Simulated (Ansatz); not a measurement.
All values below come from frozen-core CCSD(T)/cc-pVTZ // PBE0-D3(BJ)/def2-TZVP in Ansatz (an electronic-structure program).

Ansatz 0.2 input:
```yaml
crystal:
  periodic: [false, false, false]
  atoms:
    - { symbol: C, position_ang: [0.002779, 0.688703, -0.232486] }
    - { symbol: C, position_ang: [-1.131421, -0.325283, -0.043595] }
    - { symbol: S, position_ang: [-0.077328, -1.343364, 1.052947] }
    - { symbol: C, position_ang: [1.130052, -0.242832, 0.227681] }
    - { symbol: H, position_ang: [0.108777, 1.097178, -1.240283] }
    - { symbol: H, position_ang: [-0.111309, 1.518334, 0.466438] }
    - { symbol: H, position_ang: [-2.042631, 0.044933, 0.424468] }
    - { symbol: H, position_ang: [-1.38575, -0.867727, -0.955777] }
    - { symbol: H, position_ang: [1.630908, -0.757743, -0.593912] }
    - { symbol: H, position_ang: [1.875926, 0.1878, 0.894519] }
basis:
  gaussian: { orbitals: cc-pVTZ }
correlation:
  method: ccsd_t
```

Output:

```
Functional definition: HF
1179 factors; integrals over basis functions are off by at most 9.9e-4 eV
mean field evaluation 1: about -14002.2592 eV, gradient 2.6e1 eV
mean field evaluation 2: about -14002.5199 eV, gradient 2.6e1 eV
mean field evaluation 4: about -14004.4855 eV, gradient 4.0e0 eV
mean field evaluation 8: about -14004.5329 eV, gradient 1.7e-1 eV
mean field evaluation 16: about -14003.9502 eV, gradient 1.1e1 eV
mean field -14004.53305967 eV, -514.6570973293 hartree, gradient 2.8e-6 eV, S^2 0.000000; 0 other end points of the search recorded, 0 dependent functions left out
8 core orbitals not correlated
reference -14004.53305967 eV, -514.6570973293 hartree; 12, 12 occupied and 188, 188 virtual orbitals, 1179 factors
second order -18.71315184 eV of doubles, -0.00000000 eV of singles
cycle   1  -19.30338974 eV  change   -5.9e-1 eV  update   8.7e-2
cycle   2  -19.79106948 eV  change   -4.9e-1 eV  update   2.5e-2
cycle   3  -19.86094063 eV  change   -7.0e-2 eV  update   9.6e-3
cycle   4  -19.85883081 eV  change    2.1e-3 eV  update   2.3e-3
cycle   5  -19.85950140 eV  change   -6.7e-4 eV  update   8.5e-4
cycle   6  -19.85954979 eV  change   -4.8e-5 eV  update   2.7e-4
cycle   7  -19.85946128 eV  change    8.9e-5 eV  update   1.0e-4
cycle   8  -19.85946310 eV  change   -1.8e-6 eV  update   3.4e-5
cycle   9  -19.85945937 eV  change    3.7e-6 eV  update   9.5e-6
perturbative correction -0.88623693 eV, -0.0325686066 hartree
Total energy: -14025.27875596 eV, -515.4194876063 hartree
```

Cost: about 40 core-seconds (a rough figure).
